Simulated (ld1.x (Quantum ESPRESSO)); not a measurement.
## Pseudopotential generation for P: ultrasoft, PBE, scalar-relativistic.

```
Element                 : phosphorus (P)
Generator               : ld1.x (Quantum ESPRESSO) 7.5
Type                    : ultrasoft
Functional              : PBE
Relativity              : scalar-relativistic
Frozen core             : [Ne]
Valence charge          : 5
Reference configuration : 3s1.75 3p3.25
Partial waves           : 3s (bound): rcut 1.35, rcutus 1.65 bohr; 3s channel at -0.5 Ry: rcut 1.35, rcutus 1.65 bohr; 3p (bound): rcut 1.15, rcutus 1.45 bohr; 3p channel at 0.15 Ry: rcut 1.15, rcutus 1.45 bohr; 3d channel at 0.4 Ry: rcut 1.40, rcutus 1.90 bohr; 3d channel at 2.5 Ry: rcut 1.40, rcutus 1.90 bohr
Local potential         : all-electron potential smoothed inside 1.15 bohr (lloc = -1)
Core correction         : a·sin(br)/r model core, default radius (core density twice the valence density)
Augmentation charge     : PSQ, inside the norm-conserving radii
```

All-electron outer shells of the reference configuration (PBE, scalar-relativistic, ld1.x):

| shell | level (eV) | outermost node (bohr) | outermost maximum (bohr) |
| --- | --- | --- | --- |
| 2s | -174.38 | 0.14 | 0.42 |
| 2p | -124.88 | – | 0.36 |
| 3s | -14.15 | 0.65 | 1.58 |
| 3p | -5.65 | 0.64 | 1.83 |

Results:

* Cutoffs needed: 10 Ry and 25 Ry (the cutoffs (Ry, on a coarse ladder) from which the occupation-weighted sum of valence levels, in a spherical-Bessel basis at the reference potential, stays within 10 and 1 mRy of its value at 400 Ry)
* Ghost test: no extra level below or beside the all-electron valence levels (s, p, d, f tested) (spherical-Bessel basis up to 400 Ry, 20 bohr box)
* Largest excitation error: +34 meV (all-electron minus pseudo) for 3s1 3p0, out of 7 test configurations
* Lowest eigenvalue of the overlap operator: 0.39 (s channel)
* Density cutoff estimated by the generator: 267 Ry

Generation and tests took about 3.5 s on one core of a shared server CPU.
